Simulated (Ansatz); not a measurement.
CH8BNOSi, SMILES `BN[SiH2]OC`. The species carries charge 0 and has multiplicity 1. The geometry is a stationary point of PBE0-D4/def2-TZVP. It is one conformer, not always the lowest.

```xyz
13

B    -1.822    1.256   -1.564
N    -1.521    0.424   -0.479
Si   -0.044    0.415    0.423
O     0.752   -0.976    0.085
C     1.862   -1.433    0.822
H    -2.882    1.155   -2.113
H    -1.009    2.059   -1.921
H    -2.224   -0.250   -0.209
H     0.730    1.615    0.024
H    -0.330    0.439    1.885
H     2.756   -0.837    0.605
H     2.060   -2.468    0.538
H     1.674   -1.399    1.902
```

What is the dipole moment at B3LYP/def2-TZVPP? (Estimate.)

Computed: 2.08 D, with components (0.65, -1.09, 1.64) D in this frame, pointing from negative to positive charge.

And with PBE, r2SCAN, ωB97M-V? (An estimate is asked.)

Ansatz gave: PBE 2.12 D, r2SCAN 2.07 D, ωB97M-V 2.08 D.

Give the Mulliken charges with B3LYP, PBE, r2SCAN in def2-TZVPP. (Best estimate.)

Ansatz gave: 
```json
{"atom": "B1", "B3LYP": "-0.12", "PBE": "-0.13", "r2SCAN": "-0.03"}
{"atom": "N2", "B3LYP": "-0.19", "PBE": "-0.12", "r2SCAN": "-0.24"}
{"atom": "Si3", "B3LYP": "0.53", "PBE": "0.43", "r2SCAN": "0.53"}
{"atom": "O4", "B3LYP": "-0.37", "PBE": "-0.30", "r2SCAN": "-0.38"}
{"atom": "C5", "B3LYP": "-0.13", "PBE": "-0.15", "r2SCAN": "0.00"}
{"atom": "H6", "B3LYP": "0.01", "PBE": "-0.01", "r2SCAN": "-0.02"}
{"atom": "H7", "B3LYP": "0.01", "PBE": "0.00", "r2SCAN": "-0.02"}
{"atom": "H8", "B3LYP": "0.13", "PBE": "0.15", "r2SCAN": "0.15"}
{"atom": "H9", "B3LYP": "-0.08", "PBE": "-0.08", "r2SCAN": "-0.08"}
{"atom": "H10", "B3LYP": "-0.10", "PBE": "-0.09", "r2SCAN": "-0.10"}
{"atom": "H11", "B3LYP": "0.10", "PBE": "0.10", "r2SCAN": "0.06"}
{"atom": "H12", "B3LYP": "0.11", "PBE": "0.11", "r2SCAN": "0.06"}
{"atom": "H13", "B3LYP": "0.09", "PBE": "0.09", "r2SCAN": "0.06"}
```

B3LYP here is the variant with VWN-RPA as its local correlation; programs differ in this.
